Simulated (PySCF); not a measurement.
Correlation energy of Cl²⁺ (chlorine, charge +2)

[Ne] 3s2 3p2 4s1, high-spin 4P determinant (an excited configuration). Calculation: PySCF 2.14, in dyall-av3z; the spin-free X2C one-electron Hamiltonian (Gaussian nucleus). Frozen: [Ne]; 5 electrons correlated; the 22 highest virtual orbitals of each spin left out.

| level | correlation energy (mhartree) |
| --- | --- |
| CCSD | -115.00 |
| (T) | -4.14 |
| CCSD(T) | -119.14 |

Diagnostics: T1 = 0.066, D1 = 0.2091, largest double amplitude 0.098.

The outer electron is Rydberg-like, and this basis confines it to a smaller radius and binds it less than a complete one would. T1 exceeds 0.03, a sign that the reference determinant is poor.

Cost of the coupled-cluster step: roughly 2.5 core-seconds, for 5 correlated electrons.

Iterations:

```
CC2 = 0
CCSD nocc = (np.int64(4), np.int64(1)), nmo = (57, 57)
frozen orbitals [[0, 1, 2, 3, 4, 62, 63, 64, 65, 66, 67, 68, 69, 70, 71, 72, 73, 74, 75, 76, 77, 78, 79, 80, 81, 82, 83], [0, 1, 2, 3, 4, 62, 63, 64, 65, 66, 67, 68, 69, 70, 71, 72, 73, 74, 75, 76, 77, 78, 79, 80, 81, 82, 83]]
max_cycle = 100
direct = 0
conv_tol = 1e-08
conv_tol_normt = 1e-06
diis_space = 8
diis_start_cycle = 0
Init t2, MP2 energy = -0.0933554951135315
Init E_corr(UCCSD) = -0.0933554951140319
cycle = 1  E_corr(UCCSD) = -0.111522863285691  dE = -0.0181673682  norm(t1,t2) = 0.0995848
cycle = 2  E_corr(UCCSD) = -0.11864208661186  dE = -0.00711922333  norm(t1,t2) = 0.145935
cycle = 3  E_corr(UCCSD) = -0.109699207125092  dE = 0.00894287949  norm(t1,t2) = 0.238637
cycle = 4  E_corr(UCCSD) = -0.114765191073641  dE = -0.00506598395  norm(t1,t2) = 0.0224062
cycle = 5  E_corr(UCCSD) = -0.114633944046615  dE = 0.000131247027  norm(t1,t2) = 0.016942
cycle = 6  E_corr(UCCSD) = -0.114553299451619  dE = 8.0644595e-05  norm(t1,t2) = 0.0160186
cycle = 7  E_corr(UCCSD) = -0.115307980341004  dE = -0.000754680889  norm(t1,t2) = 0.0154523
cycle = 8  E_corr(UCCSD) = -0.115048959154341  dE = 0.000259021187  norm(t1,t2) = 0.0185137
cycle = 9  E_corr(UCCSD) = -0.115009245028039  dE = 3.97141263e-05  norm(t1,t2) = 0.00253905
cycle = 10  E_corr(UCCSD) = -0.114993164819867  dE = 1.60802082e-05  norm(t1,t2) = 0.00142785
cycle = 11  E_corr(UCCSD) = -0.11500443975651  dE = -1.12749366e-05  norm(t1,t2) = 0.000204672
cycle = 12  E_corr(UCCSD) = -0.115004576135222  dE = -1.36378712e-07  norm(t1,t2) = 6.88309e-05
cycle = 13  E_corr(UCCSD) = -0.115004604961765  dE = -2.88265424e-08  norm(t1,t2) = 1.22087e-05
cycle = 14  E_corr(UCCSD) = -0.115004124717552  dE = 4.80244213e-07  norm(t1,t2) = 2.72295e-06
cycle = 15  E_corr(UCCSD) = -0.115004050288197  dE = 7.44293549e-08  norm(t1,t2) = 8.0593e-07
cycle = 16  E_corr(UCCSD) = -0.115004075013814  dE = -2.47256169e-08  norm(t1,t2) = 3.81466e-07
cycle = 17  E_corr(UCCSD) = -0.115004078672349  dE = -3.65853513e-09  norm(t1,t2) = 1.66107e-07
UCCSD converged
E(UCCSD) = -458.9645625541306  E_corr = -0.1150040786723488
UCCSD(T) correction = -0.00414457223126767
```
